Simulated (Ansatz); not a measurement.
Results of the Gaussian-basis code of Ansatz.

CH8InNSiTe (`[CH3][In]([NH2])[SiH2][TeH]`). Charge 0, multiplicity 1. In, Te takes the def2 core potential. Geometry: relaxed with PBE0-D4/def2-TZVP. It is one conformer, not always the lowest.

```xyz
13

C    -1.026   -2.190    0.993
In   -0.287   -0.310    0.262
N     0.065    1.110    1.646
Si    0.361    0.518   -2.078
Te    1.577    2.708   -1.900
H    -1.088   -2.170    2.081
H    -0.364   -3.001    0.686
H    -2.018   -2.386    0.583
H    -0.201    1.040    2.615
H     0.292    2.060    1.399
H     1.165   -0.461   -2.865
H    -0.832    0.844   -2.909
H     2.356    2.238   -0.513
```

Question: What is the dipole moment at PBE/def2-TZVPP? (An estimate is asked.)

Answer: The calculation gave: 1.75 D, with components (-0.90, -1.02, 1.10) D in this frame, pointing from negative to positive charge.

Question: And with r2SCAN, B3LYP, ωB97M-V? (Best estimate.)

Answer: The calculation gave: r2SCAN 1.79 D, B3LYP 1.76 D, ωB97M-V 1.81 D.

Question: Give the Mulliken charges with PBE, r2SCAN, B3LYP in def2-TZVPP. (Best estimate.)

Answer: The calculation gave: 
| atom | PBE | r2SCAN | B3LYP |
| --- | --- | --- | --- |
| C1 | -0.54 | -0.45 | -0.55 |
| In2 | 0.60 | 0.61 | 0.64 |
| N3 | -0.49 | -0.56 | -0.51 |
| Si4 | -0.05 | 0.06 | 0.02 |
| Te5 | -0.05 | -0.08 | -0.06 |
| H6 | 0.11 | 0.08 | 0.11 |
| H7 | 0.11 | 0.08 | 0.11 |
| H8 | 0.11 | 0.08 | 0.11 |
| H9 | 0.14 | 0.16 | 0.13 |
| H10 | 0.15 | 0.16 | 0.14 |
| H11 | -0.04 | -0.07 | -0.05 |
| H12 | -0.04 | -0.07 | -0.06 |
| H13 | -0.01 | -0.01 | -0.03 |

B3LYP here is the variant with VWN-RPA as its local correlation; programs differ in this.
